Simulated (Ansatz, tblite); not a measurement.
Forces on AlSn₂₈H₃₆, a doped nanocrystal cut from the lattice of tin (Al on a surface site) at its PBE-D4/def2-SVP geometry. Total charge 0; doublet.

In the def2 sets Sn takes a core potential; there is no spin–orbit coupling. The xTB rows come from tblite. Single mean-field runs in def2-SVP are fitted with def2-universal-jkfit.

GFN2-xTB (tblite), largest force 0.65 eV/Å:

```xyz
65
positions Å, forces eV/Å
Sn    3.347   -0.528    4.269    0.067   -0.128    0.082
Sn    3.711    3.536    1.910    0.061    0.134   -0.051
Sn    2.886   -0.406   -0.309    0.291   -0.147   -0.223
Sn    2.409   -4.423    1.948    0.113   -0.015    0.128
Sn   -0.820   -1.166    2.375   -0.171    0.034    0.402
Sn   -1.854   -5.054    0.099   -0.169   -0.061   -0.006
Sn    3.078    3.563   -2.681    0.122    0.092    0.036
Sn   -0.541    2.805    0.134   -0.142    0.320    0.253
Sn   -1.251    2.786   -4.384   -0.010    0.092   -0.131
Sn   -1.179   -1.116   -2.231    0.039   -0.293   -0.350
Sn   -4.993   -1.661    0.458    0.062   -0.151   -0.258
Al   -4.845    1.965   -1.303   -0.544   -0.145   -0.307
Sn    3.813   -3.310    4.130   -0.056    0.050   -0.082
Sn    4.504    4.715   -0.531   -0.078   -0.069    0.018
Sn    3.413   -3.182   -0.376   -0.026   -0.057    0.106
Sn    3.834    0.847   -2.660   -0.053    0.139   -0.023
Sn    4.205    0.754    1.903   -0.009    0.146    0.223
Sn    0.573   -0.193    4.635    0.136   -0.022   -0.031
Sn    0.951    4.035    2.195    0.162    0.006   -0.035
Sn    0.111    0.056    0.000    0.009    0.013   -0.041
Sn   -1.015   -3.940   -2.348   -0.004   -0.085    0.154
Sn   -0.363   -3.950    2.229    0.078   -0.222   -0.158
Sn   -3.594   -0.766    2.736   -0.188   -0.142   -0.163
Sn   -4.610   -4.474    0.311   -0.026    0.231    0.131
Sn   -0.490    0.094   -4.691   -0.097    0.167   -0.037
Sn    0.299    3.928   -2.316    0.074   -0.021   -0.193
Sn   -3.314    3.303    0.422   -0.207   -0.078   -0.096
Sn   -4.031    2.677   -3.846   -0.053   -0.024    0.366
Sn   -3.935   -0.551   -1.959   -0.319    0.353    0.323
H     4.201    0.131    5.641   -0.147   -0.063   -0.193
H     4.597    4.265    3.225   -0.141   -0.127   -0.170
H     2.698   -6.143    1.879   -0.051    0.238   -0.023
H    -1.664   -6.789    0.055    0.043    0.213   -0.004
H     3.599    4.297   -4.177   -0.069   -0.137    0.182
H    -1.035    3.643   -5.890    0.052   -0.148    0.183
H    -6.694   -1.294    0.575    0.294   -0.075    0.076
H    -6.436    1.885   -1.074    0.638    0.100    0.000
H     5.511   -3.631    3.937   -0.288   -0.018    0.151
H     3.314   -4.061    5.617    0.211    0.085   -0.217
H     6.211    4.495   -0.784   -0.263    0.174    0.034
H     4.218    6.429   -0.447    0.182   -0.265   -0.024
H     5.136   -3.418   -0.437   -0.381    0.047   -0.111
H     2.749   -3.891   -1.816    0.243    0.124    0.182
H     5.572    0.750   -2.650   -0.370   -0.090   -0.056
H     3.285   -0.009   -4.067    0.238    0.067    0.238
H     5.922    0.481    1.732   -0.349    0.000   -0.042
H     0.156    1.466    4.932   -0.024   -0.335    0.064
H     0.055   -1.115    6.017    0.026    0.287   -0.276
H     0.379    3.519    3.753    0.030    0.209   -0.269
H     0.686    5.752    2.095   -0.025   -0.394    0.101
H     0.607   -4.418   -2.747   -0.282    0.042   -0.105
H    -2.052   -4.482   -3.636    0.304    0.129    0.172
H    -0.907   -4.697    3.711    0.088    0.231   -0.246
H    -4.114   -1.742    4.079    0.154    0.342   -0.191
H    -3.965    0.884    3.119    0.075   -0.318    0.101
H    -5.309   -5.181    1.741    0.018   -0.030   -0.316
H    -5.468   -5.117   -1.057    0.065   -0.023    0.279
H     1.192   -0.139   -5.056   -0.330   -0.076   -0.005
H    -1.415   -0.687   -5.940    0.303    0.072    0.271
H    -0.006    5.648   -2.303    0.038   -0.359    0.068
H    -3.374    5.021    0.137    0.095   -0.319    0.222
H    -3.657    3.119    2.116    0.174    0.243   -0.274
H    -4.718    4.279   -4.033    0.035   -0.271   -0.175
H    -4.738    1.711   -5.113    0.063    0.308    0.071
H    -4.835   -1.304   -3.252    0.291    0.019    0.269
```

r2SCAN-D4/def2-SVP (Ansatz), largest force 0.23 eV/Å:

```
Sn 0.047 0.022 0.090
Sn 0.048 0.051 0.062
Sn 0.034 -0.012 -0.016
Sn 0.034 -0.094 0.009
Sn -0.020 -0.013 0.053
Sn -0.008 -0.105 -0.020
Sn 0.061 0.045 -0.074
Sn -0.006 0.044 0.012
Sn 0.003 0.029 -0.102
Sn -0.049 -0.012 -0.050
Sn -0.105 -0.011 0.022
Al -0.113 0.008 -0.013
Sn 0.064 -0.054 0.062
Sn 0.076 0.079 -0.005
Sn 0.071 -0.052 -0.072
Sn 0.068 -0.048 -0.076
Sn 0.100 -0.005 0.006
Sn -0.045 0.029 0.097
Sn -0.036 0.083 0.079
Sn 0.002 -0.007 -0.006
Sn 0.027 -0.060 -0.090
Sn -0.029 -0.068 0.077
Sn -0.055 0.022 0.089
Sn -0.082 -0.066 0.012
Sn 0.033 -0.054 -0.094
Sn -0.020 0.108 -0.028
Sn 0.024 0.104 0.121
Sn -0.077 0.060 -0.138
Sn -0.055 -0.126 -0.043
H -0.096 -0.074 -0.154
H -0.100 -0.081 -0.148
H -0.033 0.192 0.006
H -0.019 0.200 0.005
H -0.062 -0.083 0.167
H -0.022 -0.096 0.177
H 0.196 -0.041 -0.018
H 0.164 0.018 -0.031
H -0.195 0.036 0.024
H 0.057 0.084 -0.169
H -0.196 0.024 0.026
H 0.031 -0.195 -0.012
H -0.195 0.026 0.006
H 0.093 0.087 0.171
H -0.188 0.014 0.003
H 0.085 0.095 0.168
H -0.188 0.029 0.019
H 0.043 -0.209 -0.021
H 0.059 0.104 -0.153
H 0.066 0.078 -0.187
H 0.030 -0.192 0.013
H -0.204 0.049 0.033
H 0.115 0.061 0.147
H 0.061 0.084 -0.165
H 0.054 0.107 -0.143
H 0.043 -0.201 -0.039
H 0.083 0.084 -0.169
H 0.101 0.076 0.156
H -0.228 0.031 0.037
H 0.106 0.090 0.143
H 0.037 -0.193 0.002
H 0.003 -0.156 0.027
H 0.041 0.042 -0.189
H 0.080 -0.189 0.015
H 0.086 0.116 0.152
H 0.099 0.087 0.136
```

PBE0-D4/def2-SVP (Ansatz), largest force 0.26 eV/Å:

```
Sn 0.019 0.019 0.050
Sn 0.019 0.019 0.036
Sn -0.007 0.008 0.008
Sn 0.013 -0.049 0.001
Sn -0.002 -0.017 0.011
Sn -0.002 -0.061 -0.020
Sn 0.038 0.017 -0.040
Sn 0.018 -0.002 -0.018
Sn 0.012 0.002 -0.062
Sn -0.052 0.018 -0.015
Sn -0.067 -0.015 0.032
Al -0.103 0.035 0.010
Sn 0.046 -0.038 0.040
Sn 0.053 0.056 -0.001
Sn 0.045 -0.023 -0.055
Sn 0.039 -0.045 -0.041
Sn 0.060 -0.015 -0.014
Sn -0.042 0.019 0.052
Sn -0.038 0.053 0.051
Sn -0.003 -0.012 -0.007
Sn 0.025 -0.020 -0.063
Sn -0.026 -0.030 0.053
Sn -0.023 0.015 0.058
Sn -0.062 -0.030 0.014
Sn 0.023 -0.054 -0.045
Sn -0.024 0.070 -0.005
Sn 0.101 0.102 0.139
Sn -0.035 0.055 -0.181
Sn 0.000 -0.198 -0.035
H -0.119 -0.090 -0.191
H -0.126 -0.101 -0.181
H -0.042 0.238 0.006
H -0.019 0.247 0.007
H -0.078 -0.103 0.207
H -0.025 -0.117 0.218
H 0.244 -0.042 -0.025
H 0.181 0.010 -0.031
H -0.222 0.048 0.016
H 0.052 0.101 -0.195
H -0.225 0.014 0.031
H 0.022 -0.224 -0.012
H -0.223 0.037 0.017
H 0.082 0.103 0.198
H -0.217 0.021 0.013
H 0.071 0.112 0.193
H -0.233 0.036 0.021
H 0.056 -0.226 -0.045
H 0.071 0.109 -0.182
H 0.079 0.063 -0.214
H 0.039 -0.221 0.004
H -0.221 0.068 0.056
H 0.124 0.077 0.174
H 0.075 0.107 -0.203
H 0.068 0.114 -0.172
H 0.058 -0.219 -0.063
H 0.107 0.102 -0.188
H 0.124 0.095 0.170
H -0.246 0.043 0.061
H 0.112 0.106 0.170
H 0.045 -0.237 0.003
H -0.001 -0.180 0.014
H 0.043 0.018 -0.209
H 0.098 -0.220 0.040
H 0.101 0.114 0.180
H 0.121 0.119 0.159
```
